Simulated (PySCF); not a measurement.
NMR data simulated for an unnamed compound:

¹H NMR (500 MHz, computed): δ 7.35 (m, 1H), 6.71 (m, 1H), 6.68 (m, 1H), 3.82 (s, 2H), 2.11 (s, 3H).

¹³C{¹H} NMR (computed): δ 156.4 (C), 144.8 (CH), 118.8 (CH), 115.6 (CH), 80.5 (C), 77.9 (C), 75.1 (C), 72.5 (C), 22.1 (CH2), 5.5 (CH3).

Non-relativistic, single conformer, equivalent nuclei averaged, no solvent. σ from GIAO-PBE0/pcSseg-1; coordinates at the GFN2-xTB level; PySCF.

δ = σ(ref) − σ, references computed at the same level: ¹H, ¹³C against TMS.

Task: Which of these does the molecule contain: a tert-butyl group, a C≡C triple bond, a (CH3)2CH unit, a heteroaromatic ring, a non-aromatic C=C double bond?

Result: 
- A tert-butyl group: no.
- A C≡C triple bond: yes (δC 80.5, 72.5).
- A (CH3)2CH unit: no.
- A heteroaromatic ring: yes.
- A non-aromatic C=C double bond: no.

The data belong to `CC#CC#CCC1=CC=CO1`, C$_{10}$H$_{8}$O; they needn't prove each group on their own.

Carbon signals by region: 4 in the sp2 and nitrile region (100–160 ppm), 4 at 50–100 ppm, 2 below 50 ppm.

Shifts are as computed. Against solution values, carbons near 30 ppm lie about +3 ppm off and those near 130 ppm about +5 ppm. Of 1211 compounds with measured shifts, 218 miss one by over three times the rms of a fit or turn the order of signals round; such compounds aren't used in these exercises. Multiplicities follow the n + 1 count of equivalent neighbours, as no J values were calculated; m marks all less simple cases, F and P coupling included.
